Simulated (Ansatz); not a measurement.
Cost and result for the atomization energy of CH4ClGaO2, SMILES `C[O][Ga]([OH])[Cl]` (9 atoms, 8 bonds).

```xyz
9

C    -0.853   -0.354    1.295
O    -0.729    0.083   -0.041
Ga    0.822    0.217   -0.880
O     0.858    0.780   -2.554
Cl    2.640   -0.289    0.088
H    -0.454   -1.364    1.440
H    -1.917   -0.369    1.545
H    -0.346    0.316    1.998
H    -0.020    0.979   -2.891
```

The species carries charge 0 and has multiplicity 1. Correlated methods include outer-core shells of Ga, which these sets cover unevenly. Scalar relativity is left out up to krypton. The structure was optimised at the PBE0-D4/def2-TZVP level. It is one conformer, not always the lowest. Program: Ansatz. All runs use 4 threads of an Arm Neoverse V1 on a shared host. Times are those of one run each, without the atoms' runs, and a repeat can differ threefold. Electronic energies, without spin–orbit coupling; frozen cores. CCSD(T)/CBS adds CCSD(T) − MP2 in def2-TZVPP to the MP2 limit, and its time is that of the two runs behind it. T1 = 0.013. With those shells the extrapolation isn't a true limit. B3LYP takes the VWN-RPA correlation (the form of Gaussian; ORCA's B3LYP/G).

CCSD(T)/CBS is a level of theory with its own doubt, some kJ/mol a heavy atom from the limit and from the frozen cores, so smaller differences don't rank the functionals.

```tsv
level	functions	wall time
LDA (SPW92)/def2-TZVPP	239	2.1 s
PBE-D4/def2-TZVPP (with forces)	239	3.9 s
BHLYP-D4/def2-TZVPP	239	5.5 s
CAM-B3LYP-D4/def2-TZVPP	239	6.5 s
B3LYP-D4/def2-TZVPP (with forces)	239	7.5 s
PBE-QIDH/def2-TZVPP	239	8.5 s
B2PLYP/def2-TZVPP	239	9 s
ωB97X-V/def2-TZVPP	239	12 s
CCSD(T)/def2-SVP	112	13 s
ωB97M-V/def2-TZVPP (with forces)	239	15 s
MP2/def2-QZVPP	450	27 s
CCSD(T)/def2-TZVPP	239	4.1 min
CCSD(T)/CBS(def2)	–	4.6 min
```

Problem. What atomization energy does each give, and how far from CCSD(T)/CBS? (Estimate.)

Solution. Ansatz gave: 
| level | atomization (kcal/mol) | difference from CCSD(T)/CBS | per bond |
| --- | --- | --- | --- |
| LDA (SPW92)/def2-TZVPP | 887.9 | 117.8 | 14.7 |
| PBE-D4/def2-TZVPP (with forces) | 779.5 | 9.4 | 1.2 |
| BHLYP-D4/def2-TZVPP | 730.2 | -39.9 | -5.0 |
| CAM-B3LYP-D4/def2-TZVPP | 764.5 | -5.6 | -0.7 |
| B3LYP-D4/def2-TZVPP (with forces) | 757.1 | -13.0 | -1.6 |
| PBE-QIDH/def2-TZVPP | 761.3 | -8.8 | -1.1 |
| B2PLYP/def2-TZVPP | 756.0 | -14.1 | -1.8 |
| ωB97X-V/def2-TZVPP | 767.5 | -2.6 | -0.3 |
| CCSD(T)/def2-SVP | 722.4 | -47.7 | -6.0 |
| ωB97M-V/def2-TZVPP (with forces) | 764.9 | -5.2 | -0.6 |
| MP2/def2-QZVPP | 785.6 | 15.5 | 1.9 |
| CCSD(T)/def2-TZVPP | 750.8 | -19.3 | -2.4 |
| CCSD(T)/CBS(def2) | 770.1 | 0.0 | 0.0 |

The D4 term adds +7.3 kcal/mol with B3LYP and +3.8 kcal/mol with PBE0; it sums over pairs of atoms, weighted by their polarisabilities, and B3LYP, whose exchange is more repulsive, gets the larger term. From r2SCAN to r2SCAN0 (25 % exact exchange), in def2-TZVPP and without D4, the atomization energy moves by −18.1 kcal/mol: exact exchange takes away binding that semilocal exchange gives to molecules. Leaving LDA and LC-ωPBE aside and taking each functional with its dispersion term where it has one, the values spread over 49.2 kcal/mol, from BHLYP-D4 to PBE-D4. LDA lies +112.9 kcal/mol from PBE without D4, its usual overbinding.
